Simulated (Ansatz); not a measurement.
CH$_{4}$K (charge +1), singlet: a trajectory.

The input file, in.yaml:

```yaml
crystal:
  periodic: [false, false, false]
  atoms:
    - {symbol: K, position_ang: [0.223984, 0.495386, -2.861414]}
    - {symbol: C, position_ang: [-0.043452, -0.096119, 0.554903]}
    - {symbol: H, position_ang: [0.546483, -0.906984, 0.122071]}
    - {symbol: H, position_ang: [0.453097, 0.867263, 0.419833]}
    - {symbol: H, position_ang: [-0.126470, -0.279916, 1.624578]}
    - {symbol: H, position_ang: [-1.053641, -0.079731, 0.140029]}
basis:
  gaussian: {orbitals: def2-SVPD}
total_charge: 1
hamiltonian: {xc: pbe, dispersion: d4}
md: {n_steps: 40, timestep: 1.0, temperature: 1500, ensemble: nvt_nose_hoover, seed: 420, initial_velocities: maxwell_boltzmann}
```

Command:

```bash
ansatz run in.yaml --threads 2 --pin off --events-out ev --progress --plain --max-ram 5222MiB
```

The run's output (Ansatz 0.2.0):

```
Functional definition: PBE
  name "PBE"
  cite "Perdew, Burke & Ernzerhof, Phys. Rev. Lett. 77, 3865 (1996) doi:10.1103/PhysRevLett.77.3865"
  parent pbe
  parameter kappa = 0.804
  parameter beta = 0.06672455060314922
  exchange = pbe_x(kappa = kappa, mu = beta*pi^2/3)
  correlation = pbe_c(beta = beta)
723 factors; their error is unknown
mean field evaluation 1: about -17396.3309 eV, gradient 8.1e1 eV
mean field evaluation 2: about -17379.4224 eV, gradient 9.7e1 eV
mean field evaluation 4: about -17411.8919 eV, gradient 1.9e0 eV
mean field evaluation 8: about -17411.8656 eV, gradient 3.4e-2 eV
mean field -17411.86562373 eV, -639.8742594858 hartree, gradient 1.1e-5 eV, S^2 0.000000; 0 other end points of the search recorded, 0 dependent functions left out
the calculation of the forces begins
reference -17411.86566208 eV, -639.8742608951 hartree; 14, 14 occupied and 65, 65 virtual orbitals, 723 factors
md step     0: t =     0.00 fs  T =  1500.0 K  F+E_penalty+E_count = -17411.95940595 eV  E_kin = 0.775560 eV  conserved = -17411.18384596 eV  (22 SCF iters)
md step     1: t =     1.00 fs  T =  1367.9 K  F+E_penalty+E_count = -17411.88909577 eV  E_kin = 0.707253 eV  conserved = -17411.18184461 eV  (24 SCF iters, 19 dispersion substeps)
md step     2: t =     2.00 fs  T =  1058.2 K  F+E_penalty+E_count = -17411.72345862 eV  E_kin = 0.547112 eV  conserved = -17411.17636127 eV  (25 SCF iters, 19 dispersion substeps)
md step     3: t =     3.00 fs  T =   717.9 K  F+E_penalty+E_count = -17411.54465700 eV  E_kin = 0.371181 eV  conserved = -17411.17352657 eV  (24 SCF iters, 19 dispersion substeps)
md step     4: t =     4.00 fs  T =   439.1 K  F+E_penalty+E_count = -17411.39969506 eV  E_kin = 0.227056 eV  conserved = -17411.17274378 eV  (25 SCF iters, 19 dispersion substeps)
md step     5: t =     5.00 fs  T =   254.5 K  F+E_penalty+E_count = -17411.30299465 eV  E_kin = 0.131578 eV  conserved = -17411.17157790 eV  (25 SCF iters, 19 dispersion substeps)
md step     6: t =     6.00 fs  T =   191.9 K  F+E_penalty+E_count = -17411.26995911 eV  E_kin = 0.099199 eV  conserved = -17411.17097693 eV  (25 SCF iters, 19 dispersion substeps)
md step     7: t =     7.00 fs  T =   266.4 K  F+E_penalty+E_count = -17411.30914898 eV  E_kin = 0.137756 eV  conserved = -17411.17168896 eV  (25 SCF iters, 19 dispersion substeps)
md step     8: t =     8.00 fs  T =   467.5 K  F+E_penalty+E_count = -17411.41356655 eV  E_kin = 0.241721 eV  conserved = -17411.17229995 eV  (25 SCF iters, 19 dispersion substeps)
md step     9: t =     9.00 fs  T =   777.4 K  F+E_penalty+E_count = -17411.57497490 eV  E_kin = 0.401956 eV  conserved = -17411.17378479 eV  (24 SCF iters, 19 dispersion substeps)
md step    10: t =    10.00 fs  T =  1132.5 K  F+E_penalty+E_count = -17411.76405460 eV  E_kin = 0.585525 eV  conserved = -17411.17982007 eV  (24 SCF iters, 19 dispersion substeps)
md step    11: t =    11.00 fs  T =  1370.2 K  F+E_penalty+E_count = -17411.89125018 eV  E_kin = 0.708465 eV  conserved = -17411.18479475 eV  (23 SCF iters, 19 dispersion substeps)
md step    12: t =    12.00 fs  T =  1369.8 K  F+E_penalty+E_count = -17411.88725362 eV  E_kin = 0.708249 eV  conserved = -17411.18181639 eV  (24 SCF iters, 19 dispersion substeps)
md step    13: t =    13.00 fs  T =  1193.5 K  F+E_penalty+E_count = -17411.79071763 eV  E_kin = 0.617071 eV  conserved = -17411.17722280 eV  (25 SCF iters, 19 dispersion substeps)
md step    14: t =    14.00 fs  T =   960.1 K  F+E_penalty+E_count = -17411.66823684 eV  E_kin = 0.496391 eV  conserved = -17411.17608748 eV  (24 SCF iters, 19 dispersion substeps)
md step    15: t =    15.00 fs  T =   720.9 K  F+E_penalty+E_count = -17411.54272128 eV  E_kin = 0.372731 eV  conserved = -17411.17478382 eV  (25 SCF iters, 19 dispersion substeps)
md step    16: t =    16.00 fs  T =   515.0 K  F+E_penalty+E_count = -17411.43355474 eV  E_kin = 0.266276 eV  conserved = -17411.17251062 eV  (25 SCF iters, 19 dispersion substeps)
md step    17: t =    17.00 fs  T =   394.7 K  F+E_penalty+E_count = -17411.37061280 eV  E_kin = 0.204070 eV  conserved = -17411.17212807 eV  (24 SCF iters, 19 dispersion substeps)
md step    18: t =    18.00 fs  T =   367.2 K  F+E_penalty+E_count = -17411.35821631 eV  E_kin = 0.189881 eV  conserved = -17411.17424643 eV  (24 SCF iters, 19 dispersion substeps)
md step    19: t =    19.00 fs  T =   387.8 K  F+E_penalty+E_count = -17411.36932113 eV  E_kin = 0.200488 eV  conserved = -17411.17509826 eV  (25 SCF iters, 19 dispersion substeps)
md step    20: t =    20.00 fs  T =   450.9 K  F+E_penalty+E_count = -17411.39855666 eV  E_kin = 0.233134 eV  conserved = -17411.17211375 eV  (25 SCF iters, 19 dispersion substeps)
md step    21: t =    21.00 fs  T =   621.7 K  F+E_penalty+E_count = -17411.48683451 eV  E_kin = 0.321456 eV  conserved = -17411.17265446 eV  (24 SCF iters, 19 dispersion substeps)
md step    22: t =    22.00 fs  T =   870.7 K  F+E_penalty+E_count = -17411.62198501 eV  E_kin = 0.450188 eV  conserved = -17411.17993266 eV  (24 SCF iters, 19 dispersion substeps)
md step    23: t =    23.00 fs  T =  1030.3 K  F+E_penalty+E_count = -17411.70616217 eV  E_kin = 0.532723 eV  conserved = -17411.18271296 eV  (24 SCF iters, 19 dispersion substeps)
md step    24: t =    24.00 fs  T =  1028.6 K  F+E_penalty+E_count = -17411.70009577 eV  E_kin = 0.531837 eV  conserved = -17411.17880219 eV  (24 SCF iters, 19 dispersion substeps)
md step    25: t =    25.00 fs  T =   949.7 K  F+E_penalty+E_count = -17411.65564850 eV  E_kin = 0.491034 eV  conserved = -17411.17641241 eV  (23 SCF iters, 19 dispersion substeps)
md step    26: t =    26.00 fs  T =   865.2 K  F+E_penalty+E_count = -17411.61055385 eV  E_kin = 0.447355 eV  conserved = -17411.17618516 eV  (24 SCF iters, 19 dispersion substeps)
md step    27: t =    27.00 fs  T =   792.7 K  F+E_penalty+E_count = -17411.57092429 eV  E_kin = 0.409861 eV  conserved = -17411.17517497 eV  (25 SCF iters, 19 dispersion substeps)
md step    28: t =    28.00 fs  T =   751.6 K  F+E_penalty+E_count = -17411.54823721 eV  E_kin = 0.388632 eV  conserved = -17411.17480473 eV  (25 SCF iters, 19 dispersion substeps)
md step    29: t =    29.00 fs  T =   743.6 K  F+E_penalty+E_count = -17411.54479578 eV  E_kin = 0.384490 eV  conserved = -17411.17660019 eV  (24 SCF iters, 19 dispersion substeps)
md step    30: t =    30.00 fs  T =   726.5 K  F+E_penalty+E_count = -17411.53612801 eV  E_kin = 0.375613 eV  conserved = -17411.17792679 eV  (25 SCF iters, 19 dispersion substeps)
md step    31: t =    31.00 fs  T =   681.8 K  F+E_penalty+E_count = -17411.50930454 eV  E_kin = 0.352501 eV  conserved = -17411.17532627 eV  (25 SCF iters, 19 dispersion substeps)
md step    32: t =    32.00 fs  T =   675.2 K  F+E_penalty+E_count = -17411.50317703 eV  E_kin = 0.349107 eV  conserved = -17411.17370543 eV  (24 SCF iters, 19 dispersion substeps)
md step    33: t =    33.00 fs  T =   736.9 K  F+E_penalty+E_count = -17411.53820695 eV  E_kin = 0.381027 eV  conserved = -17411.17801637 eV  (24 SCF iters, 19 dispersion substeps)
md step    34: t =    34.00 fs  T =   777.9 K  F+E_penalty+E_count = -17411.55907044 eV  E_kin = 0.402196 eV  conserved = -17411.17904243 eV  (24 SCF iters, 19 dispersion substeps)
md step    35: t =    35.00 fs  T =   766.6 K  F+E_penalty+E_count = -17411.54831899 eV  E_kin = 0.396352 eV  conserved = -17411.17553617 eV  (24 SCF iters, 19 dispersion substeps)
md step    36: t =    36.00 fs  T =   760.9 K  F+E_penalty+E_count = -17411.54482364 eV  E_kin = 0.393427 eV  conserved = -17411.17639536 eV  (24 SCF iters, 19 dispersion substeps)
md step    37: t =    37.00 fs  T =   748.1 K  F+E_penalty+E_count = -17411.53797358 eV  E_kin = 0.386803 eV  conserved = -17411.17762402 eV  (25 SCF iters, 19 dispersion substeps)
md step    38: t =    38.00 fs  T =   701.4 K  F+E_penalty+E_count = -17411.50968191 eV  E_kin = 0.362651 eV  conserved = -17411.17492324 eV  (24 SCF iters, 19 dispersion substeps)
md step    39: t =    39.00 fs  T =   677.5 K  F+E_penalty+E_count = -17411.49330571 eV  E_kin = 0.350274 eV  conserved = -17411.17233616 eV  (25 SCF iters, 19 dispersion substeps)
md step    40: t =    40.00 fs  T =   737.9 K  F+E_penalty+E_count = -17411.52384444 eV  E_kin = 0.381506 eV  conserved = -17411.17313821 eV  (24 SCF iters, 19 dispersion substeps)
Total energy: -17411.52388778 eV, -639.8617009210 hartree
Atom 0 at     0.221908     0.489349    -2.869023 Å, force    -0.024402     0.069039    -0.121173 eV/Å
Atom 1 at    -0.036745    -0.084422     0.574432 Å, force     0.351816     0.025263     0.087537 eV/Å
Atom 2 at     0.688670    -0.719721    -0.106895 Å, force    -1.357821     0.157711     1.734786 eV/Å
Atom 3 at     0.600367     0.857485     0.763998 Å, force    -1.349970    -0.597958    -0.336408 eV/Å
Atom 4 at    -0.396507    -0.446516     1.613930 Å, force     1.269995    -0.262494    -1.304811 eV/Å
Atom 5 at    -1.072439     0.004158     0.097899 Å, force     1.110382     0.608439    -0.059931 eV/Å
Dipole moment:     0.061053     0.174433    -0.955378 e Å

[the SCF lines of later steps are left out]
```

Hardware: 2 CPU threads of an Arm Neoverse V1, shared host. Wall time about 44 s.
